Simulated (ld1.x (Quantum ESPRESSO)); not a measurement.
**How hard is this chlorine PAW potential?**

Cl, PAW, made with ld1.x (Quantum ESPRESSO) 7.5 (PBE, scalar-relativistic). Core [Ne], reference 3s2 3p3 (charge +2). Waves: 3s (bound): rcut 1.05, rcutus 1.54 bohr; 3s channel at -2.4 Ry: rcut 1.05, rcutus 1.54 bohr; 3p (bound): rcut 0.80, rcutus 1.10 bohr; 3p channel at -1.35 Ry: rcut 0.80, rcutus 1.10 bohr. Local part: all-electron potential smoothed inside 0.95 bohr (lloc = -1). Core correction: Bessel-smoothed model core inside 0.95 bohr. Augmentation charge: PSQ, inside the norm-conserving radii.

The pseudo-atom Hamiltonian at the reference potential is diagonalised in spherical Bessel functions j_l(qr) that vanish at 20 bohr, with q² up to the cutoff. All-electron valence levels (Ry): 3s -3.3013, 3p -2.3288.

Q: How do the lowest levels (Ry) of each channel move with the cutoff, and are there ghosts?

A:

```csv
cutoff (Ry),s #1,s #2,p #1,d #1,d #2,f #1,Σ f·Δε (mRy)
8,-3.2979,-0.9185,-2.2354,-0.8025,-0.3396,-0.2795,287.3
15,-3.3009,-0.9192,-2.3225,-0.8764,-0.3597,-0.2800,20.0
21,-3.3010,-0.9194,-2.3231,-0.9080,-0.3683,-0.2801,18.1
35,-3.3013,-0.9194,-2.3271,-0.9284,-0.3738,-0.2801,5.5
45,-3.3013,-0.9194,-2.3284,-0.9326,-0.3749,-0.2801,1.5
60,-3.3013,-0.9194,-2.3287,-0.9346,-0.3755,-0.2801,0.6
400,-3.3013,-0.9194,-2.3289,-0.9352,-0.3756,-0.2801,0.0
```

Result: no extra level below or beside the all-electron valence levels (s, p, d, f tested); 10 mRy is reached at 35 Ry and 1 mRy at 50 Ry.
